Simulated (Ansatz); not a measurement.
Start from `N[Si](N)(N)O` and change one atom or group to get `N[Si](N)(N)Cl`.

Ansatz, PBE0-D4/def2-TZVP geometries, multiplicity 1. Each molecule was computed in one conformer, which needn't be the lowest.

```tsv
property	`N[Si](N)(N)O`
LUMO energy (B3LYP/def2-TZVPP) / eV	0.41
HOMO energy (PBE/def2-TZVPP) / eV	-5.35
LUMO energy (PBE0/def2-TZVPP) / eV	0.78
LUMO energy (ωB97M-V/def2-TZVPP) / eV	2.15
HOMO energy (B3LYP/def2-TZVPP) / eV	-6.57
LUMO energy (PBE/def2-TZVPP) / eV	-0.05
```

Task: Give the same properties after the change, and the shifts. (Best estimate.)

Result: Ansatz gave: 
```
                             property  `N[Si](N)(N)Cl`  shift
  LUMO energy (B3LYP/def2-TZVPP) / eV             0.45   0.04
    HOMO energy (PBE/def2-TZVPP) / eV            -6.01  -0.66
   LUMO energy (PBE0/def2-TZVPP) / eV             0.81   0.03
LUMO energy (ωB97M-V/def2-TZVPP) / eV             2.19   0.04
  HOMO energy (B3LYP/def2-TZVPP) / eV            -7.20  -0.63
    LUMO energy (PBE/def2-TZVPP) / eV            -0.02   0.03
```

The zero-point energy changes by -36.6 kJ/mol with -3 modes.

B3LYP here is the variant with VWN-RPA as its local correlation; programs differ in this.
